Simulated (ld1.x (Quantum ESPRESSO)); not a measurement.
## Fe, TM: configuration errors across variants

```
Element                 : iron (Fe)
Generator               : ld1.x (Quantum ESPRESSO) 7.5
Type                    : norm-conserving Troullier–Martins (Kleinman–Bylander form)
Functional              : LDA (PZ)
Relativity              : non-relativistic
Frozen core             : [Ar]
Valence charge          : 8
Reference configuration : 3d6 4s0 4p0 (charge +2)
Partial waves           : 4s (bound, empty): rc 1.90 bohr; 4p (bound, empty): rc 1.75 bohr; 3d (bound): rc 0.85 bohr
Local potential         : all-electron potential smoothed inside 1.45 bohr (lloc = -1)
Core correction         : Bessel-smoothed model core, default radius (core density twice the valence density)
```

All-electron excitation energies from the reference (eV): (1) 3d6 4s2 4p0 -25.124; (2) 3d6 4s1 4p0 -16.275; (3) 3d5 4s0 4p0 34.742; (4) 3d6.5 4s1.5 4p0 -26.038; (5) 3d7 4s1 4p0 -26.253; (6) 3d4 4s0 4p0 88.419; (7) 3d5 4s2 4p1 -15.960; (8) 3d6 4s0 4p0 spin -3.606; (9) 3d6 4s2 4p0 spin -28.537.

Spin tests fill each open shell by Hund’s rule, majority spin first.

Tests that are not counted but printed errors over 1 eV. “all radii but the core radius scaled by about 0.77 (s 1.46, p 1.34, d 0.66 bohr); local potential all-electron potential smoothed inside 1.12 bohr (lloc = -1)”: 3d5 4s2 4p1 (solver errors, printed error -3.1 eV). “all radii but the core radius scaled by about 1.11 (s 2.10, p 1.94, d 0.94 bohr); local potential all-electron potential smoothed inside 1.60 bohr (lloc = -1)”: 3d6 4s2 4p0 (solver errors, printed error -584 eV); 3d6.5 4s1.5 4p0 (solver errors, printed error -568 eV); 2 more. “all radii but the core radius scaled by about 1.19 (s 2.26, p 2.08, d 1.02 bohr); local potential all-electron potential smoothed inside 1.72 bohr (lloc = -1)”: 3d6.5 4s1.5 4p0 (solver errors, printed error -586 eV); 3d6 4s2 4p0 (spin-polarised) (solver errors, printed error -567 eV); 1 more.

A true bound ghost makes a file unfit for plane-wave use even where its test errors are small: the radial tests pick states by their node count and pass the ghost by. Where a test does run into it, the solver fails or the error is huge.

Errors AE − PS in meV (a dash: test not solved or not reliable):

| change | (1) | (2) | (3) | (4) | (5) | (6) | (7) | (8) | (9) | bound ghosts |
| --- | --- | --- | --- | --- | --- | --- | --- | --- | --- | --- |
| base | -52 | -18 | -331 | -43 | -93 | -1819 | -495 | +83 | +36 | s |
| all radii but the core radius scaled by about 0.77 (s 1.46, p 1.34, d 0.66 bohr); local potential all-electron potential smoothed inside 1.12 bohr (lloc = -1) | -14 | -4.8 | -311 | -40 | -90 | -1733 | – | +60 | +38 | p, s |
| all radii but the core radius scaled by about 0.84 (s 1.60, p 1.48, d 0.72 bohr); local potential all-electron potential smoothed inside 1.22 bohr (lloc = -1) | -21 | -7.8 | -316 | -30 | -79 | -1753 | -259 | +66 | +46 | p, s |
| all radii but the core radius scaled by about 0.94 (s 1.78, p 1.64, d 0.80 bohr); local potential all-electron potential smoothed inside 1.36 bohr (lloc = -1) | -41 | -14 | -326 | -37 | -85 | -1799 | -415 | +75 | +39 | s |
| all radii but the core radius scaled by about 1.11 (s 2.10, p 1.94, d 0.94 bohr); local potential all-electron potential smoothed inside 1.60 bohr (lloc = -1) | – | -50 | -344 | – | – | -1869 | – | +95 | – | s |
| all radii but the core radius scaled by about 1.19 (s 2.26, p 2.08, d 1.02 bohr); local potential all-electron potential smoothed inside 1.72 bohr (lloc = -1) | – | -5.3 | -356 | – | – | -1908 | -488 | +104 | – | s |
| all radii but the core radius scaled by about 1.37 (s 2.60, p 2.40, d 1.16 bohr); local potential all-electron potential smoothed inside 1.98 bohr (lloc = -1) | -20 | -11 | -384 | +3.2 | -60 | -1994 | -507 | – | +115 | none |

Q: Give the same row for: all radii but the core radius scaled by about 1.29 (s 2.44, p 2.26, d 1.10 bohr); local potential all-electron potential smoothed inside 1.86 bohr (lloc = -1).

A: -16, -9.5, -369, +17, -40, -1946, -531, +112, +117; bound ghosts: none.
